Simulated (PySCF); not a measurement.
Polarisability and C₆ of Er⁴¹⁺ (erbium, charge +41)

[Ar] 3d9, 2D determinant. Computed with PySCF 2.14 in an uncontracted even-tempered set (18 s from 7.7 bohr⁻², ratio 2.5; 13 p from 10 bohr⁻², ratio 2.5; 8 d from 10 bohr⁻², ratio 2.5; 4 f from 44 bohr⁻², ratio 2.7; 3 g from 66 bohr⁻², ratio 2.7), with scalar relativity by spin-free X2C-1e. Coupled (time-dependent) response in atomic units; α is the mean over directions.

| method | mean α (bohr³) | α xx, yy, zz | C₆ (like pair) | S(−4) |
| --- | --- | --- | --- | --- |
| PBE0 | 0.002666 | 0.002916, 0.002916, 0.002166 | 0.0003682 | 2.589e-06 |

S(−4) is the Cauchy moment in α(ω) = α(0) + S(−4) ω² + …

Spin-orbit coupling is absent.

α(iu) at PBE0:

```tsv
u (hartree)	α(iu) (bohr³)
0	0.002666
7.00	0.002559
14.0	0.002366
28.0	0.002054
42.0	0.001804
56.0	0.001578
70.0	0.001372
105	0.0009651
140	0.0006921
210	0.0003911
350	0.0001695
```

For an ion, C₆ is the dispersion term alone; charge-induced terms of lower order in 1/R come first.

The components differ because the open shell of this determinant is not spherical; for a pure term their mean is the scalar polarisability.

Spin-orbit coupling, absent here, splits the open shell strongly.
